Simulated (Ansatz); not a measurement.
Total energies of FGeH9Si3, SMILES `[F][Ge]([SiH3])([SiH3])[SiH3]`.

Cartesian coordinates in Å:
```
F -2.251 -0.403 -0.041
Ge -0.511 -0.092 -0.010
Si 0.470 -2.035 0.979
Si -0.235 1.876 1.320
Si 0.126 0.224 -2.292
H -0.051 -2.231 2.356
H 1.942 -1.830 1.035
H 0.174 -3.236 0.156
H -0.744 1.643 2.696
H 1.218 2.189 1.381
H -0.958 3.019 0.705
H -0.157 -1.003 -3.081
H 1.587 0.504 -2.327
H -0.608 1.376 -2.876
```

The species carries charge 0 and has multiplicity 1. Correlated methods include outer-core shells of Ge, which these sets cover unevenly. Scalar relativity is left out up to krypton. The structure was optimised at the PBE0-D4/def2-TZVP level. Basis def2-TZVPP, Ansatz 0.2.0.

RPA on PBE orbitals: Hartree–Fock energy of these orbitals -3046.86555 Eh, correlation -1.55821 Eh (frozen core).

```
             functional  energy without D4 (Eh)  D4 term (kJ/mol)
            LDA (SPW92)             -3043.48924                 –
                    PBE             -3049.96725             -35.7
                 revPBE             -3050.46746             -86.2
                   BLYP             -3050.86547             -74.1
                 r2SCAN             -3050.71378              -9.1
                 B97M-V             -3050.20113                 –
                   PBE0             -3050.11571             -31.2
                  B3LYP             -3050.96654             -57.7
                r2SCANh             -3050.69576             -10.0
                r2SCAN0             -3050.67071             -11.1
HSE06 (plane-wave form)             -3050.09130             -29.7
                  BHLYP             -3050.78790             -51.4
              CAM-B3LYP             -3050.95639             -32.8
                LC-ωPBE             -3050.24970                 –
                ωB97X-V             -3050.48856                 –
                ωB97M-V             -3050.61230                 –
                 B2PLYP             -3050.05192                 –
               PBE-QIDH             -3049.52125                 –
```

B3LYP takes the VWN-RPA correlation (the form of Gaussian; ORCA's B3LYP/G). HSE06 is the plane-wave form, built on full-range PBE exchange. The double hybrids freeze the cores in their second-order part.

LC-ωPBE has ω = 0.4 bohr⁻¹.
